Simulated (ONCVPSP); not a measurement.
# Ta: excitation energies, all-electron against ONCV

tantalum, optimised norm-conserving Vanderbilt (ONCV), made with ONCVPSP 4.0.1 (LDA (Perdew-Wang 92), fully relativistic). Core [Kr] 4d10 4f14, reference 5s2 5p6 5d3 6s2. Waves: 5s+6s: rc 2.00 bohr, ncon 4, nbas 9, qcut 6 1/bohr, 2 projectors; 5p: rc 2.00 bohr, ncon 4, nbas 7, qcut 8.1 1/bohr, 2 projectors, debl 2.3 Ha; 5d: rc 2.40 bohr, ncon 4, nbas 8, qcut 7.4 1/bohr, 2 projectors, debl 2.8 Ha. Local part: polynomial inside 1.85 bohr (lpopt 5, dvloc0 3 Ha). Core correction: polynomial model core, fcfact 0.55.

Open shells are filled in proportion to 2j + 1.

Energies are relative to the spin-unpolarised reference configuration 5s2 5p6 5d3 6s2; without spin polarisation the order of configurations can differ from experiment.

**Question.** Give the all-electron excitation energy and the error of the potential for: 5s2 5p6 5d3 6s1; 5s2 5p6 5d3 6s0; 5s2 5p6 5d2 6s0; 5s2 5p6 5d4 6s1.

**Answer.**

| valence configuration | charge | ΔE all-electron (eV) | error AE − PS (meV) |
| --- | --- | --- | --- |
| 5s2 5p6 5d3 6s1 | +1 | 8.696 | -1.9 |
| 5s2 5p6 5d3 6s0 | +2 | 23.996 | -12 |
| 5s2 5p6 5d2 6s0 | +3 | 47.914 | -35 |
| 5s2 5p6 5d4 6s1 | 0 | 2.081 | -6.9 |

Levels in the configuration 5s2 5p6 5d4 6s1:

```tsv
level	all-electron (eV)	pseudo (eV)
5s j=1/2	-71.353	-71.399
5p j=3/2	-35.543	-35.540
5p j=1/2	-44.314	-44.319
5d j=5/2	-2.634	-2.629
5d j=3/2	-3.167	-3.162
6s j=1/2	-5.162	-5.170
```
